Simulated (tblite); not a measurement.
`C=C[C@@H](C)[C@@H]1O/C1=[C]\Cl` [radical] (doublet state). Structure optimised with GFN2-xTB, isolated species. This method treats the open shell by occupation alone, without spin polarisation.

```
atom  x, y, z in Å
C1    -2.0870   -1.0841    0.1390
C2    -1.3006   -0.0780    0.4677
C3    -0.1770    0.4338   -0.3864
C4    -0.4028    1.9055   -0.7486
C5     1.1299    0.2868    0.3669
O6     2.3265    0.1698   -0.3924
C7     1.8999   -0.9444    0.2969
C8     2.0698   -2.1753    0.5798
Cl9    3.0888   -3.4499    0.3387
H10   -1.9613   -1.6242   -0.7848
H11   -2.8887   -1.4125    0.7778
H12   -1.4443    0.4511    1.4006
H13   -0.1112   -0.1596   -1.3037
H14   -1.3160    2.0087   -1.3296
H15    0.4332    2.2792   -1.3348
H16   -0.4936    2.5084    0.1526
H17    1.2273    0.8966    1.2630
```

**Question.** What is the longest distance between nuclei?

**Answer.** Cl9···H14, 7.21 Å; the next longest distance is 6.95 Å.

**Question.** Work out the bond lengths C2–C3, C3–C5, C3–H13, C4–H14, C4–H16, C7=C8 in Å.

**Answer.** For C2–C3 the difference vector is (1.1236, 0.5118, -0.8541) Å, of length 1.5013 Å. C2–C3 1.501; C3–C5 1.516; C3–H13 1.094; C4–H14 1.087; C4–H16 1.088; C7=C8 1.274 Å.

**Question.** How far apart are these pairs, which share no bond: C1···H13, C5···C8, C5···H11, C7···Cl9, C8···H10?

**Answer.** C1···H13 2.615 Å (3 bonds apart); C5···C8 2.644 Å (2 bonds apart); C5···H11 4.382 Å (4 bonds apart); C7···Cl9 2.774 Å (2 bonds apart); C8···H10 4.291 Å (6 bonds apart).

**Question.** Give the dihedral angles H13–C3–C4–H15, H13–C3–C5–H17, C4–C3–C5–C7.

**Answer.** H13–C3–C4–H15 -61° (synclinal); H13–C3–C5–H17 175° (antiperiplanar); C4–C3–C5–C7 -151° (antiperiplanar). Dihedral signs follow IUPAC: positive where, seen along the central bond, the front bond turns clockwise onto the rear one.

**Question.** What is the repulsion energy of the bare nuclei, Σ ZA·ZB/RAB?

**Answer.** 469.00 Eh over 136 pairs, with full nuclear charges and distances in bohr; the largest single term is 32.72 Eh (C8 with Cl9).

**Question.** What are the angles C1–C2–H12, C1–C2–C3, H14–C4–H16, H15–C4–H16, C3–C5–H17, C7–C8–Cl9?

**Answer.** From the scalar product of the two bond vectors; for C1–C2–H12 it is -0.7260 Å² over 1.3186 × 1.0821 Å², cos θ = -0.5088. C1–C2–H12 120.6°; C1–C2–C3 124.4°; H14–C4–H16 108.7°; H15–C4–H16 108.7°; C3–C5–H17 115.6°; C7–C8–Cl9 142.8°.

**Question.** How far are the heavy atoms from their best plane (unweighted least squares)?

**Answer.** 0.296 Å rms; C1 0.22, C2 0.38, C3 0.26, C4 0.27, C5 0.51, O6 0.19, C7 0.19, C8 0.18, Cl9 0.31 Å (magnitudes).

**Question.** Write the matrix of distances between heavy atoms (Å, lower triangle).

**Answer.** 
```
C1    0.000
C2    1.319  0.000
C3    2.496  1.501  0.000
C4    3.544  2.494  1.532  0.000
C5    3.504  2.460  1.516  2.493  0.000
O6    4.619  3.736  2.517  3.254  1.422  0.000
C7    3.992  3.320  2.585  3.810  1.454  1.378  0.000
C8    4.320  3.971  3.576  4.953  2.644  2.552  1.274  0.000
Cl9   5.694  5.537  5.126  6.485  4.219  3.771  2.774  1.650  0.000
```

Its GFN2-xTB frequencies are all real (lowest 28 cm⁻¹).

One conformer stands for the species.

All values are computed, not measured.
